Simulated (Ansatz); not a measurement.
Total energies of CH₂BClO (`ClB1CO1`).

```json
{"atom": "Cl1", "x (Å)": "0.126", "y (Å)": "-2.458", "z (Å)": "0.208"}
{"atom": "B2", "x (Å)": "-0.016", "y (Å)": "-0.748", "z (Å)": "0.217"}
{"atom": "C3", "x (Å)": "0.059", "y (Å)": "0.656", "z (Å)": "-0.316"}
{"atom": "O4", "x (Å)": "-0.392", "y (Å)": "0.204", "z (Å)": "1.059"}
{"atom": "H5", "x (Å)": "-0.748", "y (Å)": "1.103", "z (Å)": "-0.888"}
{"atom": "H6", "x (Å)": "0.971", "y (Å)": "1.243", "z (Å)": "-0.279"}
```

Total charge 0; spin multiplicity 1. Geometry: relaxed with PBE0-D4/def2-TZVP. Basis def2-TZVPP, Ansatz 0.2.0.

RPA on PBE orbitals: Hartree–Fock energy of these orbitals -598.13245 Eh, correlation -1.08478 Eh (frozen core).

```tsv
functional	energy without D4 (Eh)	D4 term (kJ/mol)
LDA (SPW92)	-597.02264	–
PBE	-599.32816	-9.7
revPBE	-599.56037	-32.1
BLYP	-599.64398	-22.1
r2SCAN	-599.57754	-2.3
B97M-V	-599.55701	–
PBE0	-599.37032	-8.1
B3LYP	-599.70324	-15.9
r2SCANh	-599.56821	-2.4
r2SCAN0	-599.55507	-2.7
HSE06 (plane-wave form)	-599.35546	-7.5
BHLYP	-599.60795	-11.7
CAM-B3LYP	-599.63480	-8.2
LC-ωPBE	-599.46389	–
ωB97X-V	-599.57237	–
ωB97M-V	-599.61444	–
B2PLYP	-599.44696	–
PBE-QIDH	-599.26407	–
```

B3LYP takes the VWN-RPA correlation (the form of Gaussian; ORCA's B3LYP/G). HSE06 is the plane-wave form, built on full-range PBE exchange. The double hybrids freeze the cores in their second-order part.

LC-ωPBE has ω = 0.4 bohr⁻¹.
